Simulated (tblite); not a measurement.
Species: C5H4O2.
Numbering: `[CH2:1]=[C:2]1[CH:3]=[C:4]1[O:5][CH:6]=[O:7]` (hydrogens: H8, H9 on C1; H10 on C3; H11 on C6)

Computed with GFN2-xTB (tblite), gas phase: Langevin dynamics at 600 K from the optimised GFN2-xTB geometry, time step 0.5 fs, friction 0.01 fs⁻¹, 2000 steps. The instantaneous temperature is 2·E(kin)/(3Nk) with all 3N coordinates.

```tsv
t (fs)	T (K)	E(pot) above start (eV)	C1=C2 (Å)	C2–C3 (Å)	C3=C4 (Å)	C4–O5 (Å)	O5–C6 (Å)	C1–H8 (Å)	C3–C4–O5–C6 (°)
0	526	0.000	1.310	1.462	1.327	1.340	1.346	1.075	1
50	481	0.513	1.310	1.492	1.362	1.331	1.282	1.005	4
100	477	0.687	1.246	1.521	1.337	1.312	1.392	1.211	12
150	540	0.825	1.322	1.406	1.327	1.272	1.343	1.014	-4
200	562	0.739	1.319	1.510	1.319	1.378	1.376	1.141	35
250	846	0.733	1.330	1.449	1.325	1.333	1.300	1.000	1
300	768	0.779	1.358	1.508	1.321	1.345	1.377	1.117	48
350	1053	0.685	1.298	1.572	1.324	1.344	1.419	1.035	11
400	971	0.655	1.308	1.491	1.397	1.370	1.310	1.093	32
450	707	0.875	1.244	1.559	1.277	1.270	1.436	1.096	-8
500	629	0.626	1.270	1.442	1.425	1.373	1.313	1.070	-7
550	655	0.769	1.307	1.524	1.293	1.328	1.410	1.095	12
600	486	0.559	1.347	1.443	1.315	1.349	1.335	1.096	2
650	514	0.482	1.350	1.497	1.299	1.380	1.364	1.089	23
700	455	0.669	1.333	1.382	1.377	1.359	1.354	1.133	22
750	617	0.563	1.338	1.398	1.297	1.390	1.369	1.001	13
800	625	0.591	1.363	1.443	1.317	1.342	1.347	1.167	0
850	904	0.498	1.315	1.502	1.339	1.412	1.268	1.086	-23
900	526	0.552	1.292	1.410	1.352	1.336	1.456	1.056	0
950	689	0.542	1.290	1.458	1.337	1.363	1.312	1.153	27
1000	717	0.634	1.301	1.466	1.372	1.345	1.357	1.118	-24
```

Question: From 500 fs on, how do temperature and potential energy compare with equipartition?

Answer: The mean temperature of these 11 frames is 620 K against the target 600 K, and the mean potential energy 0.59 eV against 27 × kT/2 = 0.70 eV for 27 classical harmonic modes. For 11 atoms in a canonical ensemble the temperature itself scatters by T·√(2/(3N)) = 148 K; here its standard deviation is 121 K. The whole run lasts only 10 friction times of 100 fs, so these averages carry a wide statistical error.

Question: What are the kinetic and total energies of the listed frame with the highest potential energy?

Answer: The one at 450 fs, 0.875 eV above the start. Its kinetic energy is 3NkT/2 = 1.006 eV at 707 K, so the sum is 1.88 eV; over the listed frames the sum runs from 0.75 to 2.18 eV, since the thermostat adds and removes energy.

Question: How much do the listed bonds fluctuate from 500 fs on?

Answer: 
```
 bond  at the start (Å)  mean (Å)  standard deviation (Å)
C1=C2             1.310     1.319                   0.028
C2–C3             1.462     1.451                   0.042
C3=C4             1.327     1.338                   0.039
C4–O5             1.340     1.362                   0.024
O5–C6             1.346     1.353                   0.048
C1–H8             1.075     1.097                   0.044
```

The motion is classical and holds no zero-point motion.

The cost below is that of the whole dynamics run. On Intel Xeon Platinum 8375C at 2.90 GHz, one thread, shared host with 96 logical CPUs at a one-minute load of 44, this took 8.1 s and 0.18 GiB of memory at its peak.
